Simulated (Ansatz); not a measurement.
Basis-set extrapolation for CH7BN2OSi, SMILES `NC1OB1N[SiH3]` (PBE0-D4/def2-TZVP geometry, frozen core, the Gaussian-basis code of Ansatz). Multiplicity 1, RHF reference.

|  | def2-TZVPP | def2-QZVPP |
| --- | --- | --- |
| HF | -539.497921 | -539.518948 |
| MP2 correlation | -1.039804 | -1.114507 |
| CCSD(T) correlation | -1.123311 | not run |

Energies in hartree. Use E(X) = E(∞) + A·exp(−7.88·√X) for Hartree–Fock and E(X) = E(∞) + B·X^(−2.97) for correlation, with X = 3 and 4, and add CCSD(T) minus MP2 of the smaller set to the MP2 limit.

Question: What is the CCSD(T) energy at the basis-set limit?

Answer: HF limit: -539.518948 + (-0.021027) × 0.13774 = -539.52184. MP2 limit: -1.114507 + (-0.074703) × 0.74074 = -1.16984. Higher-order term: -1.123311 − (-1.039804) = -0.08351. Total: -540.77519 hartree, 404.2 kJ/mol below CCSD(T)/def2-TZVPP.
